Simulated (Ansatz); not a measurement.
Reaction (silylene loss): `N[CH2][Zn][SiH3]` → `N[CH2][ZnH]` + `[SiH2]`

Gas-phase electronic energies from Ansatz, PBE0-D4/def2-TZVP geometries. CBS: MP2 limit from def2 TZ/QZ plus the TZ coupled-cluster correction, frozen cores. This one scheme is used for every species. DFT in def2-TZVPP. B3LYP here is the variant with VWN-RPA as its local correlation; programs differ in this. For Zn outer-core shells are correlated without core-valence functions, which leaves a few kJ/mol of doubt a bond. Scalar relativity is left out up to krypton. Each species was taken in one conformer, which may not be the lowest.

`N[CH2][Zn][SiH3]`:

```xyz
11

N     2.052   -0.357   -1.445
C     1.708   -0.516   -0.021
Zn   -0.154   -0.043    0.485
Si   -2.424    0.570    0.906
H     1.456   -0.928   -2.030
H     1.921    0.600   -1.747
H     2.414    0.080    0.565
H     1.917   -1.552    0.263
H    -3.392   -0.252    0.121
H    -2.703    1.996    0.561
H    -2.793    0.403    2.343
```

`N[CH2][ZnH]`:

Cartesian coordinates in Å:
```
N 0.616 0.841 0.678
C -0.059 -0.417 0.342
Zn -0.431 -0.499 -1.584
H 0.005 1.633 0.529
H 0.879 0.865 1.657
H -0.951 -0.633 0.948
H 0.640 -1.239 0.536
H -0.699 -0.552 -3.105
```

`[SiH2]`:

```xyz
3

Si    0.184   -0.683   -0.078
H     0.924    0.645   -0.210
H    -1.109    0.038    0.288
```

| level | ΔE (kcal/mol) |
| --- | --- |
| B3LYP-D4 | 60.2 |
| r2SCAN0-D4 | 66.4 |
| PBE | 63.7 |
| HF/def2-QZVPP | 54.3 |

(1) What does CCSD(T)/CBS give? (Best estimate.)

Largest T1 diagnostic among the species: 0.014.

Results:

(1) Ansatz gave: +60.9 kcal/mol. The listed levels differ from it by -0.7, 5.5, 2.8, -6.6 kcal/mol.

From BLYP to BHLYP (50 % exact exchange), in def2-TZVPP and without D4, ΔE moves by +2.5 kcal/mol. Leaving LDA and LC-ωPBE aside and taking each functional with its dispersion term where it has one, the values, not all of them listed here, spread over 7.9 kcal/mol, from ωB97M-V to r2SCAN-D4. LDA lies +6.3 kcal/mol from PBE without D4. The D4 term adds +1.7 kcal/mol with B3LYP and +1.0 kcal/mol with PBE0; it sums over pairs of atoms, weighted by their polarisabilities, and B3LYP, whose exchange is more repulsive, gets the larger term.
